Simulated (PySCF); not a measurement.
2-methylnaphthalene, C11H10.
SMILES: `c1c2ccccc2cc(C)c1`

Theory: PBE0/pcSseg-1 in PySCF (dipole) on a GFN2-xTB geometry, gas phase.

Take the most abundant isotopes and a rigid rotor. 

Question: What are A, B and C (cm⁻¹)?

Answer: Ia = 177.40, Ib = 605.98, Ic = 780.26 u·Å²; 505379 MHz·u·Å²/I gives 2849, 834.0 and 647.7 MHz, that is A = 0.09502, B = 0.02782, C = 0.02161 cm⁻¹.

Question: What kind of rotor is it?

Answer: An asymmetric top: κ = (2 × 834.0 − 2849 − 647.7)/(2849 − 647.7) = -0.83.

Question: What does the inertial defect say?

Answer: Not planar: Δ = Ic − Ia − Ib = -3.13 u·Å². For a rigid frame Δ = −2 Σ m c², so Σ m c² = 1.56 u·Å² lies off the ab plane, practically all of it from hydrogen. The atom farthest from that plane is 0.90 Å away.

Question: Predict some low-J microwave lines.

Answer: The dipole components are |μa| = 0.53 D, |μb| = 0.01 D, |μc| = 0.00 D; the mirror of this Cs structure is the ab plane, so μc vanishes by symmetry (the 0.01 D computed is a residue) and there are no c-type lines. The squared components, which scale the intensities, stand as 1.00 : 0.00 (a : b). Some lines, for components of 0.1 D or more:

```
type  branch         J(Ka,Kc)   MHz  lower level (cm⁻¹)
   a       Q  2(1,1) ← 2(1,2)   559               0.209
   a       Q  3(1,2) ← 3(1,3)  1117               0.348
   a       R  1(0,1) ← 0(0,0)  1482               0.000
   a       Q  4(1,3) ← 4(1,4)  1859               0.532
   a       R  2(1,2) ← 1(1,1)  2777               0.117
   a       R  2(0,2) ← 1(0,1)  2951               0.049
   a       R  2(1,1) ← 1(1,0)  3150               0.123
   a       R  3(1,3) ← 2(1,2)  4158               0.209
   a       R  3(0,3) ← 2(0,2)  4396               0.148
   a       R  3(2,2) ← 2(2,1)  4445               0.430
   a       R  3(2,1) ← 2(2,0)  4494               0.430
   a       R  3(1,2) ← 2(1,1)  4717               0.228
   a       R  4(1,4) ← 3(1,3)  5531               0.348
   a       R  4(0,4) ← 3(0,3)  5807               0.295
   a       R  4(2,3) ← 3(2,2)  5917               0.578
   a       R  4(3,2) ← 3(3,1)  5950               0.930
   a       R  4(3,1) ← 3(3,0)  5953               0.930
   a       R  4(2,2) ← 3(2,1)  6037               0.580
   a       R  4(1,3) ← 3(1,2)  6273               0.385
```

Not checked by GFN2-xTB frequencies. Constants of a rigid frame at the computed geometry: no zero-point averaging, no centrifugal distortion. A rigid rotor knows nothing of internal rotation, which can split or shift real lines.
